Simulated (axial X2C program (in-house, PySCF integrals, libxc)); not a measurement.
Worked dissociation energy of GeP⁺: CCSD(T), spin-free

All values were computed with an in-house all-electron X2C program for linear molecules (integrals from PySCF). Spin-free means the one-electron spin-free X2C Hamiltonian. Basis: Ge dyall-cv3z [9s9p7d4f1g], P dyall-v3z [8s7p2d1f] (cores contracted in-house); Gaussian nuclei, density fitting, unrestricted open shells. Masses: Ge 73.921 u, P 30.974 u.

Molecular state: M_S = 1, Λ = 0 (beyond evenly filled blocks: π+α, π-α).

Correlated methods: 8 electrons correlated (number of frozen shells: Ge 3 s, 2 p, 1 d; P 2 s, 1 p), 206 virtual spin orbitals or spinors in MP2, 88 natural virtuals in coupled cluster.

- E(Ge+) (2M_S = 1, M_L = 0): -2096.897888 hartree
- E(P) (2M_S = 3, M_L = 0): -341.642356 hartree
- E(GeP⁺) at Re: -2438.626159 hartree
- ωe: 384.0 cm⁻¹
- ωexe: 1.37 cm⁻¹

Problem. Work out De and D0.

Solution. De = -2096.897888 + (-341.642356) − (-2438.626159) = 0.08592 hartree = 2.338 eV. The zero-point energy is ωe/2 − ωexe/4 = 192 cm⁻¹ = 0.024 eV, so D0 = 2.314 eV.

Occupations by symmetry block were frozen at the best pattern of an incomplete PBE0 search. Dissociation energies refer to the lowest single-determinant-based atoms at the same level and basis. CCSD and (T) use frozen natural virtuals with an MP2 correction for the truncation; (T) itself is uncorrected, so its De runs slightly low. PBE0 can misorder states that lie within some tenths of an eV, so this need not be the ground state of the molecule. The nearest other spin-free determinant of the search, M_S = 0, Λ = 2, lies 0.84 eV up at the distance of the search. The determinant is spin-polarised beyond a pure state at some levels (its spin-free form has ⟨S²⟩ too high), which makes Re and μ there less reliable. With the outer-core shells frozen, correlated bond lengths of heavy atoms tend to come out a few hundredths of an ångström too long. Spin-free De lacks the spin–orbit lowering of the heavy p-block atom, a tenth of an eV or more for 4p and 5p, up to an eV for 6p and one to two eV for 7p atoms, less what an open-shell molecule gains itself.

Each atomic determinant is the lowest at this level and need not be a pure term. Totals compare only within one Hamiltonian and basis.
